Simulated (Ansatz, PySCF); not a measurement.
Li(OH) (HLiO), SMILES [Li][OH]. Atoms are numbered in the order given.

```xyz
3

Li     0.0000     0.0000    -1.2655
O      0.0000     0.0000     0.3222
H      0.0000     0.0000     1.2737
```
Charge 0, spin multiplicity 1.

Coordinates come from a r2SCAN-D4/def2-TZVPD optimisation. The isomer is the one that the SMILES or the coordinates give; other isomers of the formula were not compared.

Two levels are set side by side: PBE-D3(BJ)/def2-TZVPD (Ansatz, an electronic-structure program) and r2SCAN-D4/def2-TZVPD (Ansatz). Each level has its own optimised geometry; the coordinates shown are those of the second. Frequencies come from the Hessian of PySCF at each geometry. Differences are taken from unrounded values.

```
quantity                            r2SCAN-D4  PBE-D3(BJ)  PBE-D3(BJ) minus r2SCAN-D4
----------------------------------  ---------  ----------  --------------------------
mean bond length (Å)                    1.270       1.275                       0.005
bond Li1–O2 (Å)                         1.588       1.589                       0.002
bond O2–H3 (Å)                          0.951       0.960                       0.008
highest harmonic wavenumber (cm⁻¹)       3987        3889                         -98
mean harmonic wavenumber (cm⁻¹)          1373        1344                         -29
zero-point energy (kcal/mol)             7.85        7.68                       -0.17
```
